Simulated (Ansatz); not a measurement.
Reactions of AlClH7NSi2, SMILES `[NH2][AlH][SiH2][SiH2]Cl`.

Isolated molecules relaxed with PBE0-D4/def2-TZVP in Ansatz; ΔE leaves out vibrations. CCSD(T)/CBS is the MP2 limit (def2-TZVPP, def2-QZVPP) plus CCSD(T) − MP2 in def2-TZVPP, frozen cores. This one scheme is used for every species. DFT in def2-TZVPP. B3LYP here is the variant with VWN-RPA as its local correlation; programs differ in this. Elements past krypton have def2 core potentials. For Te outer-core shells are correlated without core-valence functions, which leaves a few kJ/mol of doubt a bond. Each species was taken in one conformer, which may not be the lowest.

| reaction | CCSD(T)/CBS(def2) (kJ/mol) |
| --- | --- |
| `[NH2][AlH][SiH2][SiH2]Cl` + `O=COCS` → `O=COC[SiH2]Cl` + `[NH2][AlH][SiH2]S` | -76 |
| `[NH2][AlH][SiH2][SiH2]Cl` + H–F → `F[SiH2][SiH2]Cl` + `[NH2][AlH2]` | -91 |
| `[NH2][AlH][SiH2][SiH2]Cl` + CH₃OH → `CO[SiH2][SiH2]Cl` + `[NH2][AlH2]` | ? |
| `[NH2][AlH][SiH2][SiH2]Cl` + CH₃SH → `CS[SiH2][AlH][NH2]` + `[SiH3]Cl` | -38 |
| `[NH2][AlH][SiH2][SiH2]Cl` + `C=C[SiH2]S` → `C=C[SiH2][SiH2]Cl` + `[NH2][AlH][SiH2]S` | ? |
| `[NH2][AlH][SiH2][SiH2]Cl` + `COCN` → `C[O][AlH][NH2]` + `NC[SiH2][SiH2]Cl` | ? |
| `[NH2][AlH][SiH2][SiH2]Cl` + `F[SiH2]C[TeH]` → `[NH2][AlH][SiH2][TeH]` + `F[SiH2]C[SiH2]Cl` | -96 |
| `[NH2][AlH][SiH2][SiH2]Cl` + H₂Te → `[NH2][AlH][SiH2][TeH]` + `[SiH3]Cl` | -55 |
| `[NH2][AlH][SiH2][SiH2]Cl` + H₂ → `[NH2][AlH][SiH3]` + `[SiH3]Cl` | -3 |
| `[NH2][AlH][SiH2][SiH2]Cl` + H₂ → `[SiH3][SiH2]Cl` + `[NH2][AlH2]` | 5 |

Question: Fill in the missing values. (Estimate.)

Answer: Computed: `[NH2][AlH][SiH2][SiH2]Cl` + CH₃OH → `CO[SiH2][SiH2]Cl` + `[NH2][AlH2]`: -57.4 kJ/mol; `[NH2][AlH][SiH2][SiH2]Cl` + `C=C[SiH2]S` → `C=C[SiH2][SiH2]Cl` + `[NH2][AlH][SiH2]S`: +24.1 kJ/mol; `[NH2][AlH][SiH2][SiH2]Cl` + `COCN` → `C[O][AlH][NH2]` + `NC[SiH2][SiH2]Cl`: -136.9 kJ/mol.

Largest T1 diagnostic: 0.015, for `O=COCS`.
